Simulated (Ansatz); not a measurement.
PBE exchange is replaced step by step with exact exchange (0 % is PBE, 25 % PBE0; no dispersion term), basis def2-SVP, Ansatz. System: Si(vinyl)3(NiPr2) (C₁₂H₂₃NSi). Total charge 0; singlet. Geometry: r2SCAN-D4/def2-SVP.

Geometry of the singlet:

```xyz
37

Si    0.2704    1.0111   -0.0859
C     2.0378    1.1633   -0.7073
C     2.3967    2.0030   -1.6922
H     2.8405    0.5860   -0.2256
H     1.6611    2.6298   -2.2118
H     3.4396    2.1092   -2.0172
C    -0.8568    2.0065   -1.2119
C    -1.3245    3.2307   -0.9189
H    -1.1301    1.5707   -2.1860
H    -1.0861    3.7195    0.0349
H    -1.9619    3.7982   -1.6090
C     0.1958    1.7716    1.6350
C     1.1990    2.4492    2.2170
H    -0.7299    1.6384    2.2178
H     2.1484    2.6269    1.6953
H     1.1213    2.8621    3.2312
N    -0.3034   -0.6436   -0.1001
C    -1.7566   -0.8509    0.0008
C    -2.2929   -1.7264   -1.1362
C    -2.1982   -1.3747    1.3732
C     0.5400   -1.8343    0.0770
C     1.3565   -2.1555   -1.1778
C     1.4163   -1.7562    1.3314
H    -2.2172    0.1477   -0.1230
H    -1.8836   -2.7494   -1.0864
H    -3.3909   -1.8083   -1.0854
H    -2.0192   -1.2991   -2.1135
H    -1.8044   -2.3860    1.5690
H    -1.8422   -0.7122    2.1777
H    -3.2971   -1.4337    1.4345
H    -0.1483   -2.6847    0.2303
H     2.0758   -1.3526   -1.4030
H     0.6929   -2.2603   -2.0500
H     1.9212   -3.0946   -1.0536
H     1.9863   -2.6887    1.4761
H     2.1439   -0.9307    1.2671
H     0.7997   -1.5816    2.2265
```

```tsv
exact exchange (%)	HOMO (eV)	LUMO (eV)	gap (eV)
0	-4.59	-1.22	3.37
5	-4.85	-1.02	3.83
10	-5.11	-0.82	4.29
15	-5.37	-0.61	4.76
35	-6.45	0.18	6.63
50	-7.27	0.78	8.05
```

(1) Estimate the row for 25 %.

Answers

(1) 
```
exact exchange (%)  HOMO (eV)  LUMO (eV)  gap (eV)
                25      -5.90      -0.21      5.69
```
